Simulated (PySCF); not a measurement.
Fe²¹⁺ (iron, charge +21): UHF calculation

Configuration: [He] 2s2 2p1, 2P determinant. All numbers are calculated (PySCF 2.14, no relativity, point nucleus, in an even-tempered Gaussian basis (17 s from 4.2 bohr⁻², ratio 2.2; 11 p from 5.5 bohr⁻², ratio 2.2; 6 d from 24 bohr⁻², ratio 2.4; 5 f from 35 bohr⁻², ratio 2.4; 4 g from 53 bohr⁻², ratio 2.4)).

| Property | Result |
| --- | --- |
| Total energy | -870.532384 hartree |
| One-electron energy | -927.7525 hartree |
| Hartree (Coulomb) energy | 81.2588 hartree |
| Exchange energy | -24.0388 hartree |
| Kinetic energy | 870.53105 hartree |
| ⟨S²⟩ | 0.7502 |
| ⟨L²⟩ | 2.000 |
| Sum of ⟨r⟩ | 0.8253 bohr |
| Sum of ⟨r²⟩ | 0.2070 bohr² |
| Traceless quadrupole moment −½Σ⟨3z² − r²⟩ along its main axis | -0.0216 e·bohr² |
| Density at the nucleus (Gaussians lack the cusp) | 11900 bohr⁻³ |
| Spin density at the nucleus | 0.0833 bohr⁻³ |

| shell | electrons | mean orbital energy (eV) | rms radius, mean of both spins (bohr) |
| --- | --- | --- | --- |
| 1s α | 1 | -8349.6 | 0.0679 |
| 1s β | 1 | -8339.6 | 0.0679 |
| 2s α | 1 | -1838.6 | 0.268 |
| 2s β | 1 | -1818.6 | 0.268 |
| 2p α | 1 | -1785.0 | 0.232 |

Spin-orbit constants ζ (cm⁻¹) from the X2C one-electron operator on these orbitals (non-relativistic here): bare nucleus, nucleus screened by l(l+1)(2l+1)/3 electrons, and screened by the Breit-Pauli mean field of the electrons.

| shell | bare | screened nucleus | mean field |
| --- | --- | --- | --- |
| 2p | 84650 | 78140 | 76170 |

To first order the Landé constant is A = 76170 cm⁻¹, so the lowest level has J = 1/2 and lies 9.44 eV below the centre of the term.
